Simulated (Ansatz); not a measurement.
The first iterations of a band of BrH + Cl4Zr (7 atoms, charge 0, multiplicity 1).

Method: RKS BHLYP/def2-SVP (Ansatz).

| Item | Value |
| --- | --- |
| movable images | 6 |
| climbing image | no |
| spring | 5.0 eV/Å² |
| optimiser | quadratic models (default) |
| start path | through a guess of the saddle point |
| force threshold | 0.05 eV/Å |
| iteration limit | 60 |
| end points | relaxed |

Image 0:

```xyz
7
Properties=species:S:1:pos:R:3
Zr 0.235 0.000 -0.075
Cl 0.421 0.000 2.261
Cl 2.416 0.000 -0.880
Cl -0.761 1.936 -0.909
Cl -0.761 -1.936 -0.909
Br -3.290 0.000 1.433
H -2.693 0.000 2.717
```

Image 7:

```xyz
7
Properties=species:S:1:pos:R:3
Zr -0.606 0.000 -0.800
Cl -0.053 0.000 4.075
Cl 1.446 0.000 0.282
Cl -0.771 1.898 -2.131
Cl -0.771 -1.898 -2.131
Br -2.483 0.000 0.847
H -1.194 0.000 3.496
```

| iteration | highest image above the first end (eV) | largest band force component (eV/Å) |
| --- | --- | --- |
| 1 | 2.493 | 3.973 |
| 2 | 1.398 | 2.322 |
| 3 | 0.804 | 1.170 |

Problem. Does the band converge within its limit, and where does its top end?

Solution. The run converged. It ended after 11 iterations with the highest image 0.529 eV above the first end. No image climbed, so the highest image needn't sit at the top of the path. The orbitals stay closed-shell, which can raise the energy where a bond breaks towards radicals; this wasn't checked here.

Run time: 2.8 min on 4 threads of Intel(R) Xeon(R) 6975P-C (Granite Rapids), on a shared host, peak memory 0.48 GiB.
